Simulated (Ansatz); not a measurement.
Isomers of Na₃Br₄ (doublet), relaxed with r2SCAN-D4/def2-SVP; total energies from Ansatz at PBE0-D4/def2-TZVP.

```
isomer                                description   energy (Eh)
     A   point group Cs; 9 × Br–Na 2.65 to 3.38 Å  -10782.35327
     B  point group C2v; 8 × Br–Na 2.67 to 2.87 Å  -10782.35496
```

The isomers come from a short search, and lower ones may exist.

Problem. Work out the relative energies (1 Eh = 2625.5 kJ/mol) and the Boltzmann populations at 500 K from electronic energies alone (R = 8.314 J/mol/K).

Solution. ΔE: A 4.4, B 0.0 kJ/mol. RT = 4.16 kJ/mol. Factors exp(−ΔE/RT): A 0.347, B 1; sum 1.347. Populations: A 25.8 %, B 74.2 %. Zero-point energy, vibrational entropy and symmetry numbers are left out and can shift these; an error of 4 kJ/mol changes a ratio by a factor of 2.6. Over the other density-functional and correlated levels in def2 sets, the gap between B and A ranges from 3 to 5 kJ/mol.
